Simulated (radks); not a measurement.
Results of a calculation; reference values are marked as such.
W1.7+, configuration [Xe] 4f14 5d4 6s(up 0.3, down 0) (fractional occupations, a model configuration).

Level of theory: scalar-relativistic Kohn-Sham, r2SCAN, spin-polarised, spherical densities, finite nucleus; open shells are filled with parallel spins first (spin-orbit coupling, left out, can overturn this in heavy ions); meta-GGA in the generalised Kohn-Sham scheme; Fermi nuclear charge, rms radius 5.3658 fm (a radial shooting solver on a logarithmic mesh with Libxc functionals).

Energy parts (eV):
| part | energy |
|---|---|
| total | -439223.64 |
| kinetic | 483821.66 |
| electron-nucleus | -1084943.76 |
| Hartree | 170689.20 |
| exchange-correlation | -8790.74 |

Orbitals (lengths in bohr, moments of r in powers of bohr; r(max) is where P^2 peaks; r(90%) holds 90 % of the orbital's charge):
orbital  occ.  eigenvalue (eV)   r(max)  r(90%)      <r^2>
1s down     1        -69575.81  0.01146  0.0334  0.0004632
1s up       1        -69575.80  0.01146  0.0334  0.0004632
2s up       1        -12045.60  0.06565   0.120   0.007119
2s down     1        -12045.32  0.06565   0.120   0.007119
2p up       3        -10534.18  0.05389   0.113   0.005893
2p down     3        -10533.97  0.05388   0.113   0.005893
3s up       1        -2794.083   0.1851   0.294    0.04613
3s down     1        -2794.082   0.1851   0.294    0.04613
3p up       3        -2344.374   0.1832   0.301    0.04693
3p down     3        -2344.351   0.1832   0.301    0.04693
3d up       5        -1826.079   0.1495   0.283    0.03900
3d down     5        -1825.939   0.1495   0.283    0.03900
4s up       1        -592.5141   0.4207   0.645     0.2281
4s down     1        -592.3261   0.4207   0.645     0.2282
4p up       3        -444.3376   0.4411   0.694     0.2596
4p down     3        -444.1783   0.4411   0.694     0.2596
4d up       5        -255.5348   0.4523   0.766     0.3031
4d down     5        -255.3372   0.4524   0.766     0.3028
5s up       1         -94.8824   0.9662    1.55      1.303
5s down     1         -92.9611   0.9617    1.53      1.274
5p up       3         -58.8294    1.096    1.84      1.794
5p down     3         -56.0534    1.086    1.80      1.729
4f up       7         -46.8288   0.4300    1.01     0.4694
4f down     7         -46.3667   0.4298   0.999     0.4567
5d up       4         -18.6394    1.480    2.90      4.118
6s up     0.3         -17.8113    2.473    4.00      8.621
5d down     0         -14.3453    1.431    2.96      4.192

The highest occupied level is 6s up at -17.811 eV. Spin moment in Bohr magnetons: 4.3.
